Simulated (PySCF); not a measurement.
**Titanium: highly charged ions in a basis for the neutral atom**

Ti¹⁷⁺ [He] 2s2 2p1, Ti¹⁸⁺ [He] 2s2. Calculation: PySCF 2.14, in cc-pVTZ-DK (7s6p4d2f1g, 68 functions); scalar relativity by spin-free X2C-1e. No spin-orbit coupling, so a gap to NIST mixes the basis error with missing relativistic terms.

Changed run: basis of the neutral atom used for a highly charged ion. This setting is unsound on purpose.

```csv
species,method,sound run (hartree),changed run (hartree),converged
Ti¹⁷⁺,UHF,not run,-619.01557,yes
Ti¹⁷⁺,PBE0,not run,-619.05464,yes
Ti¹⁷⁺,M06-L,not run,-619.21282,yes
Ti¹⁸⁺,UHF,not run,-574.43060,yes
Ti¹⁸⁺,PBE0,not run,-574.43446,yes
Ti¹⁸⁺,M06-L,not run,-574.56280,yes
```

Ionisation energy of Ti¹⁷⁺:

```tsv
method	changed run (eV)	NIST (eV)
UHF	1213.2	1220.3 ± 0.5
PBE0	1214.2	1220.3 ± 0.5
M06-L	1215.0	1220.3 ± 0.5
```

The contracted functions were made for the neutral atom and can be too rigid for a highly charged ion.
